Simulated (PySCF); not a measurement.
AlClH2S2, SMILES [Al]([SH])([SH])[Cl]. Geometry optimised at PBE0-D3(BJ)/def2-SVP. The values are those of a single conformer.

Computed equilibrium geometry at PBE0-D3(BJ)/def2-SVP (PySCF confirms it by a frequency run) as bond lengths and angles, and its point group (one conformer of several):
point group C2v.
Atoms: Al1 Cl2 S3 H4 S5 H6. Bonded distances (Å): Al1–Cl2 2.093, Al1–S3 2.174, Al1–S5 2.174, S3–H4 1.352, S5–H6 1.352. Angles (°): Cl2–Al1–S3 117.4, Cl2–Al1–S5 117.4, S3–Al1–S5 125.2, Al1–S3–H4 94.4, Al1–S5–H6 94.4.
Charge 0, spin multiplicity 1.
